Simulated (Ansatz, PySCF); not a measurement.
Molecule: BNH$_{3}$, charge 1, multiplicity 1. SMILES: B=[NH2+]
Geometry: optimised at B3LYP-D3(BJ)/def2-TZVP (Ansatz, an electronic-structure program).

Wanted: vertical triplet-singlet gap, E(triplet) - E(singlet), in eV. Terms: spin-orbit terms left out; open shells spin-unrestricted; valence correlation only; non-relativistic; 6-311+G** with 5d; each state is the SCF solution reached for its charge and spin; dispersion terms only where a functional's name holds one. CBS(X,Y): correlation extrapolated as X^-3; Hartree-Fock from the larger set. Ab initio and DFT rows: single points at B3LYP-D3(BJ) geometries (Ansatz). Levels can end on unlike triplets.

| species | coefficient | E at B3LYP/6-311+G** (Ansatz), Eh | E at M06-2X/def2-TZVPD (PySCF), Eh |
|---|---|---|---|
| charge 1, triplet | +1 | -80.93288 | -80.89235 |
| charge 1, singlet | -1 | -81.13754 | -81.10239 |

Coupled cluster (Ansatz) is a level with limits of its own, used here on species with T1 under 0.025 (0.045 for open shells) and stable references: CCSD(T)/CBS(def2-TZVPPD,def2-QZVPPD). Value to compare with, CCSD(T)/CBS(def2-TZVPPD,def2-QZVPPD) (Ansatz): 5.78 eV. 1 Eh = 27.2114 eV.

Question: Compute it at each level from the table, and compare with CCSD(T)/CBS(def2-TZVPPD,def2-QZVPPD) (Ansatz).

Answer: 
- B3LYP/6-311+G**: the sum of coefficient times E is 0.20466 Eh, or 5.569 eV. Result: 5.57 eV. Its difference against CCSD(T)/CBS(def2-TZVPPD,def2-QZVPPD) (Ansatz) is -0.21 eV.
- M06-2X/def2-TZVPD: the sum of coefficient times E is 0.21004 Eh, or 5.715 eV. Result: 5.72 eV. Its difference against CCSD(T)/CBS(def2-TZVPPD,def2-QZVPPD) (Ansatz) is -0.06 eV.
